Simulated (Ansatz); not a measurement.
Two isomers of C2H8OSi2: A = `OC1C[SiH2][SiH2]1`, B = `O[Si@H]1C[C@@H]1[SiH3]`.

Program: Ansatz. Geometries: PBE0-D4/def2-TZVP. ΔE: electronic, gas phase. CBS: MP2 limit from def2 TZ/QZ plus the TZ coupled-cluster correction, frozen cores. Functionals use def2-TZVPP. B3LYP here is the variant with VWN-RPA as its local correlation; programs differ in this. One conformer a species, not always the lowest.

A:

```xyz
13

O    -1.498    0.387   -1.604
C    -0.674   -0.232   -0.636
C     0.801    0.120   -0.876
Si    1.477   -0.258    0.864
Si   -0.763    0.236    1.238
H    -2.414    0.164   -1.420
H    -0.770   -1.330   -0.694
H     1.241   -0.371   -1.746
H     0.880    1.204   -1.025
H     2.588    0.605    1.340
H     1.852   -1.686    1.049
H    -1.017    1.694    1.411
H    -1.703   -0.533    2.100
```

B:

```xyz
13

O     0.084    2.710   -0.819
Si   -0.006    1.395    0.154
C    -1.335    0.150    0.033
C     0.089   -0.327   -0.473
Si    0.947   -1.663    0.473
H    -0.282    2.650   -1.702
H     0.599    1.762    1.443
H    -1.724   -0.354    0.914
H    -2.088    0.232   -0.746
H     0.150   -0.449   -1.554
H     2.368   -1.788    0.047
H     0.286   -2.989    0.304
H     0.912   -1.330    1.925
```

(1) Which is lower in electronic energy at CCSD(T)/CBS, and by how much? (An estimate is asked.)

(2) Give E(B) − E(A) in kJ/mol with MP2/def2-TZVPP, PBE0-D4, r2SCAN-D4, ωB97M-V, B3LYP-D4, B2PLYP, PBE-D4. (Best estimate.)

Largest T1 diagnostic: 0.012.

Answers

(1) Computed: B, by 127.0 kJ/mol.

(2) Computed: MP2/def2-TZVPP -139.0, PBE0-D4 -108.5, r2SCAN-D4 -123.5, ωB97M-V -127.9, B3LYP-D4 -122.9, B2PLYP -130.7, PBE-D4 -101.5. None reverses the order clearly.

From PBE to PBE0 (25 % exact exchange), in def2-TZVPP and without D4, E(B) − E(A) moves by −6.6 kJ/mol.
